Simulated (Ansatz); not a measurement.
Nan: gap (eV) at several levels, gas phase, relaxed structures; Ansatz. Clusters are the lowest isomers that short searches found in that spin, judged at the geometry's level. HOMO and LUMO are taken over both spins. The structures are stationary points that may keep the symmetry of their start. Remarks come from the PBE and PBE0 runs and from stability tests at other levels; not every state was tested.

```csv
species,state,geometry,PBE/def2-TZVP,PBE/def2-TZVPD,r2SCAN/def2-TZVP,r2SCAN/def2-TZVPD,PBE0/def2-SVP,PBE0/def2-TZVP,remarks
Na3,doublet,B3LYP/def2-TZVP,0.54,0.54,1.05,1.05,1.49,1.50,–
Na5,doublet,PBE/def2-SVP,0.53,0.53,1.03,1.03,1.46,1.47,–
Na6,singlet,B3LYP/def2-SVP,1.21,1.21,1.32,1.32,2.07,2.06,restricted SCF unstable in HF
```

Over the 3 species that have every level, the mean is 0.76 at PBE/def2-TZVP, 0.76 at PBE/def2-TZVPD, 1.13 at r2SCAN/def2-TZVP, 1.13 at r2SCAN/def2-TZVPD, 1.67 at PBE0/def2-SVP, 1.68 at PBE0/def2-TZVP. Orbital gaps grow with the share of exact exchange and aren't one observable across functionals.
